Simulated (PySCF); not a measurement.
Electron correlation in Tc (technetium, neutral)

[Kr] 4d6 5s1, high-spin 6D determinant (an excited configuration). Calculation: PySCF 2.14, in x2c-TZVPPall (8s6p6d2f1g, 79 functions); the spin-free X2C one-electron Hamiltonian (Gaussian nucleus). Frozen: [Ar] 3d10; 15 electrons correlated.

```json
{"level": "CCSD", "correlation energy (mhartree)": "-426.49"}
{"level": "(T)", "correlation energy (mhartree)": "-13.44"}
{"level": "CCSD(T)", "correlation energy (mhartree)": "-439.93"}
```

Diagnostics: T1 = 0.013, D1 = 0.0583, largest double amplitude 0.028.

Cost of the coupled-cluster step: about 40 core-seconds, for 15 correlated electrons.

This basis was not built for core-valence correlation, so the inner-shell part is incomplete.
